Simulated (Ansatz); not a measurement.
Species: sum formula BOBr2, charge 0, multiplicity 2. It need not be the lowest isomer of its formula. 
Geometry from a B3LYP-D3(BJ)/def2-TZVP (Ansatz, a first-principles code) optimisation:
```xyz
4

O     -0.1155     1.9195    -0.0992
B     -0.0374     0.6213    -0.0321
Br     1.7215    -0.1595     0.0464
Br    -1.6898    -0.3681    -0.0192
```
Charge 0, spin multiplicity 2.

Basis-set convergence of Hartree-Fock and CCSD(T) correlation energies (hartree) with Ansatz. Correlated levels leave the core frozen unless marked. Open shells are spin-unrestricted. Spin-orbit coupling is left out. Frozen are the shells of the preceding noble gas and the d and f shells that filled before the atom's block. Non-relativistic.

| basis | functions | E(HF) | E(corr, CCSD(T)) |
|---|---|---|---|
| aug-cc-pVDZ | 118 | -5244.41497 | -0.52666 |
| aug-cc-pVTZ | 210 | -5244.58910 | -0.67867 |
| aug-cc-pVQZ | 346 | -5244.60107 | -0.72895 |

Extrapolating the two largest sets (X = 3 and 4) as X^-3: E(corr) = (64·(-0.72895) - 27·(-0.67867))/37 = -0.7656 Eh, an estimate of the basis-set limit. The largest set recovers 95.2 % of it, the smallest 68.8 %.
